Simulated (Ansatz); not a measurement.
Cost and result for the atomization energy of FGeH₃OSi (`F[SiH]1[O][GeH2]1`) (7 atoms, 7 bonds).

The species carries charge 0 and has multiplicity 1. Correlated methods include outer-core shells of Ge, which these sets cover unevenly. Scalar relativity is left out up to krypton. Geometry: relaxed with PBE0-D4/def2-TZVP. Program: Ansatz. All runs use 2 threads of an Arm Neoverse V1 on a shared host. Times are those of one run each, without the atoms' runs, and a repeat can differ threefold. Electronic energies, without spin–orbit coupling; frozen cores. CCSD(T)/CBS adds CCSD(T) − MP2 in def2-TZVPP to the MP2 limit, and its time is that of the two runs behind it. T1 = 0.014. With those shells the extrapolation isn't a true limit. B3LYP takes the VWN-RPA correlation (the form of Gaussian; ORCA's B3LYP/G).

CCSD(T)/CBS is a level of theory with its own doubt, some kJ/mol a heavy atom from the limit and from the frozen cores, so smaller differences don't rank the functionals.

```
                            level  functions  wall time
           LDA (SPW92)/def2-TZVPP        194      1.4 s
             revPBE-D4/def2-TZVPP        194      2.5 s
               PBE0-D4/def2-TZVPP        194      3.6 s
          CAM-B3LYP-D4/def2-TZVPP        194      4.2 s
B3LYP-D4/def2-TZVPP (with forces)        194      5.5 s
                 CCSD(T)/def2-SVP         93      5.5 s
                B2PLYP/def2-TZVPP        194        7 s
               ωB97X-V/def2-TZVPP        194       11 s
                B97M-V/def2-TZVPP        194       13 s
 ωB97M-V/def2-TZVPP (with forces)        194       15 s
                   MP2/def2-QZVPP        363       22 s
               CCSD(T)/def2-TZVPP        194      110 s
                CCSD(T)/CBS(def2)          –    2.2 min
```

Q: What atomization energy does each give, and how far from CCSD(T)/CBS? (Estimate.)

A: The calculation gave: 
| level | atomization (kJ/mol) | difference from CCSD(T)/CBS | per bond |
| --- | --- | --- | --- |
| LDA (SPW92)/def2-TZVPP | 2708.4 | 349.3 | 49.9 |
| revPBE-D4/def2-TZVPP | 2290.2 | -68.9 | -9.9 |
| PBE0-D4/def2-TZVPP | 2298.9 | -60.2 | -8.6 |
| CAM-B3LYP-D4/def2-TZVPP | 2336.2 | -22.9 | -3.3 |
| B3LYP-D4/def2-TZVPP (with forces) | 2313.3 | -45.8 | -6.5 |
| CCSD(T)/def2-SVP | 2115.8 | -243.3 | -34.8 |
| B2PLYP/def2-TZVPP | 2307.3 | -51.8 | -7.4 |
| ωB97X-V/def2-TZVPP | 2355.5 | -3.6 | -0.5 |
| B97M-V/def2-TZVPP | 2366.6 | 7.5 | 1.1 |
| ωB97M-V/def2-TZVPP (with forces) | 2332.3 | -26.8 | -3.8 |
| MP2/def2-QZVPP | 2390.7 | 31.6 | 4.5 |
| CCSD(T)/def2-TZVPP | 2286.2 | -72.9 | -10.4 |
| CCSD(T)/CBS(def2) | 2359.1 | 0.0 | 0.0 |

From BLYP to BHLYP (50 % exact exchange), in def2-TZVPP and without D4, the atomization energy moves by −83.0 kJ/mol: exact exchange takes away binding that semilocal exchange gives to molecules. At CCSD(T), def2-SVP lies −243.3 kJ/mol from the extrapolated value and def2-TZVPP −72.9 kJ/mol: correlation converges slowly with the basis, and small sets miss more of it in the bonded molecule than in its fragments. The D4 term adds +23.2 kJ/mol with B3LYP and +11.9 kJ/mol with PBE0; it sums over pairs of atoms, weighted by their polarisabilities, and B3LYP, whose exchange is more repulsive, gets the larger term.
